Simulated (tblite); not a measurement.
C₄H₄F₂O₄.
Numbering: `[O:1]=[CH:2][O:3][C@@H:4]1[O:5][C@@H:6]1[O:7][CH:8]([F:9])[F:10]` (hydrogens: H11 on C2; H12 on C4; H13 on C6; H14 on C8)

Cartesian coordinates in Å at the GFN2-xTB level; atoms count from 1:
```
atom  x, y, z in Å
O1     3.099   -0.596   -0.205
C2     2.150   -1.124    0.280
O3     0.956   -0.560    0.500
C4     0.802    0.781    0.148
O5     0.030    1.546    1.021
C6    -0.539    1.264   -0.211
O7    -1.650    0.446   -0.297
C8    -1.881   -0.465    0.692
F9    -1.555   -1.710    0.283
F10   -3.199   -0.495    0.935
H11    2.095   -2.168    0.620
H12    1.706    1.240   -0.243
H13   -0.667    2.094   -0.899
H14   -1.349   -0.253    1.635
```

Calculated harmonic vibrations of the isolated species, GFN2-xTB (tblite), most abundant isotopes, no scaling. Against measured fundamentals such values can be off by several per cent, at times by over 20. One conformer, not necessarily the lowest.

Harmonic wavenumbers (cm⁻¹): 25.8, 55.5, 71.7, 124.4, 195.1, 240.8, 270.0, 413.9, 453.2, 469.4, 520.9, 565.4, 688.9, 725.4, 865.9, 933.6, 954.4, 1009.1, 1017.5, 1053.8, 1060.0, 1078.8, 1088.5, 1126.0, 1159.2, 1243.7, 1253.0, 1268.7, 1292.3, 1328.9, 1435.0, 1802.9, 2884.0, 2898.2, 3019.2, 3037.6.

A = 2601, B = 850.9, C = 694.2 MHz; mass 154.008 u (most abundant isotopes); point group C1, symmetry number 1.

Zero-point energy?

½Σν̃ = 18815 cm⁻¹ = 53.80 kcal/mol.

What is S at 273.15 K and 1 bar for an ideal gas of classical rigid rotors and harmonic oscillators?

Translation 40.60, rotation 29.47, vibration 26.54: S = 96.6 cal/(mol K).

And Cp and H(273.15 K) − H(0)?

Cp = 31.92 cal/(mol K), of which vibrations give 23.98 (their classical limit is 36 R = 71.5); H(273.15 K) − H(0) = 5.67 kcal/mol without the zero-point energy, 3.50 from vibrations.

What must be added to the electronic energy to get the Gibbs energy at 273.15 K and 1 bar?

ZPE + [H(273.15 K) − H(0)] − T·S = 53.80 + 5.67 − 26.39 = 33.08 kcal/mol.

Which modes carry the vibrational entropy at 273.15 K?

25.8 cm⁻¹: 5.95; 55.5 cm⁻¹: 4.44; 71.7 cm⁻¹: 3.93; 124.4 cm⁻¹: 2.86; 195.1 cm⁻¹: 2.02; 240.8 cm⁻¹: 1.64 cal/(mol K); the other 30 give 5.69 together.

Hindered rotation and anharmonicity are outside this model. Other conformers, if any are populated, would add a mixing term that is left out. The structure is chiral; the term R ln 2 for an equal mix with its mirror image is left out.
